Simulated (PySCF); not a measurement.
## The first ionisation energy along the 3d series

All values are computed (PySCF 2.14, energy differences of UHF-based or UKS calculations, no spin-orbit coupling). Values in eV. The last column holds reference values (NIST; (s) semi-empirical, (t) theoretical, else measured). Unmarked ones compare directly (S terms, centres of terms, or small fine structure); those marked * lie between the lowest fine-structure levels and include a spin-orbit shift.

```csv
element,configurations,UHF,LDA,PBE,PBE0,MP2 (valence),SCS-MP2 (valence),reference
"Sc (aug-cc-pVQZ-DK, spin-free X2C)",[Ar] 3d1 4s2 → [Ar] 3d1 4s1,5.388,6.682,6.529,6.374,6.121,6.273,6.562
"Ti (aug-cc-pVQZ-DK, spin-free X2C)",[Ar] 3d2 4s2 → [Ar] 3d2 4s1,5.556,6.924,6.684,6.565,6.397,6.578,6.828
"V (aug-cc-pVQZ-DK, spin-free X2C)",[Ar] 3d3 4s2 → [Ar] 3d4,6.174,6.469,6.391,6.350,6.596,7.136,6.732
"Cr (aug-cc-pVQZ-DK, spin-free X2C)",[Ar] 3d5 4s1 → [Ar] 3d5,6.004,7.592,7.394,7.052,6.526,6.178,6.767
"Fe (aug-cc-pVQZ-DK, spin-free X2C)",[Ar] 3d6 4s2 → [Ar] 3d6 4s1,6.429,8.132,7.824,7.628,7.571,7.765,7.904
"Zn (aug-cc-pVQZ-DK, spin-free X2C)",[Ar] 3d10 4s2 → [Ar] 3d10 4s1,7.776,9.908,9.594,9.271,9.221,9.233,9.394
```

```csv
method,elements,mean error (eV),mean absolute error (eV),largest error (eV)
UHF,6,-1.143,1.143,-1.618
LDA,6,0.253,0.341,0.825
PBE,6,0.038,0.238,0.627
PBE0,6,-0.158,0.253,-0.382
MP2 (valence),6,-0.293,0.293,-0.441
SCS-MP2 (valence),6,-0.171,0.305,-0.588
```

Errors include the incompleteness of the basis and the frozen core.

"Valence" correlates the outer s and p shells and, in groups 3 to 12 and the f block, the outer d or f shell, open or full, or the next shell where the ion has no valence electron left; the wider scheme adds the next inner shell.
